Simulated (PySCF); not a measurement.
Molecules (atom-mapped SMILES):
1. `[CH3:1][CH2:2][CH2:3][GeH2:4][C:5]([F:6])([F:7])[F:8]`
2. `[CH:1]#[C:2][CH:3]1[CH:4]=[CH:5][CH:6]=[CH:7]1`
3. `[cH:1]1[cH:2][cH:3][c:4]2[c:5]([cH:6]1)[CH2:7]2`
4. `[CH2:1]1[CH2:2][NH2+:3][CH2:4]1`
5. `[CH2:1]=[C:2]=[C:3]1[CH:4]=[CH:5][CH:6]=[CH:7]1`
6. `[F:1][c:2]1[cH:3][cH:4][cH:5][n-:6]1`

Couplings at B3LYP/pcJ-1 (pcSseg-1 on atoms past Ar), PySCF 2.14.0 with density-fitted response routines, geometries PBE0-D3(BJ)/def2-SVP, gas phase, one conformer each, non-relativistic. The small spin–dipole term is missing from some H,H and C,H values.

**Question.** Order these C–H bonds by 1J(C,H), smallest first (hydrogens on one carbon that are equivalent are averaged).
A. molecule 2, H on C1
B. molecule 1, H on C3
C. molecule 3, H on C3
D. molecule 2, H on C4
E. molecule 4, H on C1
F. molecule 3, H on C1

**Answer.** B (136 Hz, sp3 CH2 bonded to Ge), E (154 Hz, sp3 CH2 in a ring), F (165 Hz, aromatic CH), C (175 Hz, aromatic CH), D (187 Hz, alkene CH), A (273 Hz, terminal alkyne carbon).

One-bond C–H couplings grow with the s character of the carbon hybrid and with electronegative substituents on the carbon.
